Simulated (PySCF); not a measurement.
# Electronic structure of Co (cobalt, neutral) at the UHF level

Configuration: [Ar] 3d7 4s2, high-spin 4F determinant. Calculation: PySCF 2.14, in cc-pVTZ-DK (7s6p4d2f1g, 68 functions); the spin-free X2C one-electron Hamiltonian (Gaussian nucleus).

```
Total energy                        : -1391.881585 hartree
One-electron energy                 : -1927.3097 hartree
Hartree (Coulomb) energy            : 594.0751 hartree
Exchange energy                     : -58.6470 hartree
⟨S²⟩                                : 3.7602
⟨L²⟩                                : 12.028
Sum of ⟨r⟩                          : 21.82 bohr
Sum of ⟨r²⟩                         : 38.94 bohr²
Langevin diamagnetic susceptibility : -30.8 ×10⁻⁶ cm³/mol
Time after the integrals            : 0.8 s of wall time on 1 thread of Neoverse-N1 (shared host)
```

```json
{"shell": "1s α", "electrons": "1", "mean orbital energy (hartree)": "-285.76845", "spread (hartree)": "0", "rms radius, mean of both spins (bohr)": "0.0648"}
{"shell": "1s β", "electrons": "1", "mean orbital energy (hartree)": "-285.76607", "spread (hartree)": "0", "rms radius, mean of both spins (bohr)": "0.0648"}
{"shell": "2s α", "electrons": "1", "mean orbital energy (hartree)": "-35.51376", "spread (hartree)": "0", "rms radius, mean of both spins (bohr)": "0.276"}
{"shell": "2s β", "electrons": "1", "mean orbital energy (hartree)": "-35.41382", "spread (hartree)": "0", "rms radius, mean of both spins (bohr)": "0.276"}
{"shell": "2p α", "electrons": "3", "mean orbital energy (hartree)": "-30.28290", "spread (hartree)": "0", "rms radius, mean of both spins (bohr)": "0.249"}
{"shell": "2p β", "electrons": "3", "mean orbital energy (hartree)": "-30.18401", "spread (hartree)": "0", "rms radius, mean of both spins (bohr)": "0.249"}
{"shell": "3s α", "electrons": "1", "mean orbital energy (hartree)": "-4.76087", "spread (hartree)": "0", "rms radius, mean of both spins (bohr)": "0.831"}
{"shell": "3s β", "electrons": "1", "mean orbital energy (hartree)": "-4.47945", "spread (hartree)": "0", "rms radius, mean of both spins (bohr)": "0.831"}
{"shell": "3p α", "electrons": "3", "mean orbital energy (hartree)": "-3.19517", "spread (hartree)": "0", "rms radius, mean of both spins (bohr)": "0.890"}
{"shell": "3p β", "electrons": "3", "mean orbital energy (hartree)": "-2.85726", "spread (hartree)": "0", "rms radius, mean of both spins (bohr)": "0.890"}
{"shell": "3d α", "electrons": "5", "mean orbital energy (hartree)": "-0.70294", "spread (hartree)": "0.05285", "rms radius, mean of both spins (bohr)": "1.17"}
{"shell": "3d β", "electrons": "2", "mean orbital energy (hartree)": "-0.56695", "spread (hartree)": "0", "rms radius, mean of both spins (bohr)": "1.17"}
{"shell": "4s α", "electrons": "1", "mean orbital energy (hartree)": "-0.28568", "spread (hartree)": "0", "rms radius, mean of both spins (bohr)": "3.37"}
{"shell": "4s β", "electrons": "1", "mean orbital energy (hartree)": "-0.25872", "spread (hartree)": "0", "rms radius, mean of both spins (bohr)": "3.37"}
```

Densities and radii are taken from the X2C orbitals without a picture-change correction, which distorts them close to the nucleus.
